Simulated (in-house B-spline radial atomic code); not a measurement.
Xe II (Xe+): [Kr] 4d10 5s2 5p5

Level of theory: Dirac-Kohn-Sham LDA VWN5, spherical fractional occupations, Fermi nucleus of rms radius 4.7859 fm; calculated with an all-electron radial atomic-structure program (B-spline basis).

Effective charges: Z_r = [3n² - l(l+1)]/(2<r>) from the radius, Z_e = n√(-2ε) from the energy, and Slater's rules. Values are occupation-weighted means over j. An effective charge above Z reflects the relativistic contraction of the inner shells.

```json
{"shell": "1s", "electrons": "2", "ε (eV)": "-34317", "<r> (bohr)": "0.02668", "Z_r": "56.22", "Z_e": "50.22", "Slater": "53.70"}
{"shell": "2s", "electrons": "2", "ε (eV)": "-5348.6", "<r> (bohr)": "0.1143", "Z_r": "52.51", "Z_e": "39.65", "Slater": "49.85"}
{"shell": "2p", "electrons": "6", "ε (eV)": "-4812.3", "<r> (bohr)": "0.1001", "Z_r": "49.95", "Z_e": "37.61", "Slater": "49.85"}
{"shell": "3s", "electrons": "2", "ε (eV)": "-1101.6", "<r> (bohr)": "0.3066", "Z_r": "44.04", "Z_e": "26.99", "Slater": "42.75"}
{"shell": "3p", "electrons": "6", "ε (eV)": "-927.2", "<r> (bohr)": "0.3043", "Z_r": "41.08", "Z_e": "24.77", "Slater": "42.75"}
{"shell": "3d", "electrons": "10", "ε (eV)": "-663.15", "<r> (bohr)": "0.2811", "Z_r": "37.35", "Z_e": "20.94", "Slater": "32.85"}
{"shell": "4s", "electrons": "2", "ε (eV)": "-206.84", "<r> (bohr)": "0.7169", "Z_r": "33.48", "Z_e": "15.60", "Slater": "26.25"}
{"shell": "4p", "electrons": "6", "ε (eV)": "-151.32", "<r> (bohr)": "0.7647", "Z_r": "30.08", "Z_e": "13.34", "Slater": "26.25"}
{"shell": "4d", "electrons": "10", "ε (eV)": "-69.412", "<r> (bohr)": "0.8772", "Z_r": "23.94", "Z_e": "9.03", "Slater": "14.85"}
{"shell": "5s", "electrons": "2", "ε (eV)": "-29.305", "<r> (bohr)": "1.82", "Z_r": "20.61", "Z_e": "7.34", "Slater": "8.60"}
{"shell": "5p", "electrons": "5", "ε (eV)": "-17.212", "<r> (bohr)": "2.184", "Z_r": "16.71", "Z_e": "5.62", "Slater": "8.60"}
```

The least bound orbital is 5p3/2 at -16.74 eV, and it is also the most diffuse (<r> = 2.216 bohr).

Spin-orbit splittings of the orbital energies (j = l + 1/2 above j = l - 1/2 when positive): 2p 324.2 eV, 3p 61.55 eV, 3d 13.02 eV, 4p 12.39 eV, 4d 1.999 eV, 5p 1.422 eV.

For the 1s electron the small component carries 3.96 % of the norm, the zero-frequency Breit interaction raises the level by 86.74 eV, self-energy by 49.88 eV, and vacuum polarisation lowers it by 6.988 eV.
